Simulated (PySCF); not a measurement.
# Radial density of Ba²⁺ (barium, charge +2)

UHF, [Xe], closed-shell 1S. Computed with PySCF 2.14 in aug-cc-pVQZ-X2C (10s9p7d4f2g, 118 functions), with the spin-free X2C one-electron Hamiltonian (Gaussian nucleus).

```json
{"r (bohr)": "0.0271", "4πr²ρ (e/bohr)": "66.68"}
{"r (bohr)": "0.0455", "4πr²ρ (e/bohr)": "70.20"}
{"r (bohr)": "0.0765", "4πr²ρ (e/bohr)": "95.70"}
{"r (bohr)": "0.129", "4πr²ρ (e/bohr)": "72.03"}
{"r (bohr)": "0.217", "4πr²ρ (e/bohr)": "81.69"}
{"r (bohr)": "0.364", "4πr²ρ (e/bohr)": "39.49"}
{"r (bohr)": "0.613", "4πr²ρ (e/bohr)": "32.99"}
{"r (bohr)": "1.03", "4πr²ρ (e/bohr)": "13.58"}
{"r (bohr)": "1.73", "4πr²ρ (e/bohr)": "6.189"}
{"r (bohr)": "2.92", "4πr²ρ (e/bohr)": "1.071"}
{"r (bohr)": "4.90", "4πr²ρ (e/bohr)": "0.01011"}
```

Densities and radii are taken from the X2C orbitals without a picture-change correction, which distorts them close to the nucleus.

Spin-orbit coupling, which splits the p, d and f shells strongly at this Z, is absent.
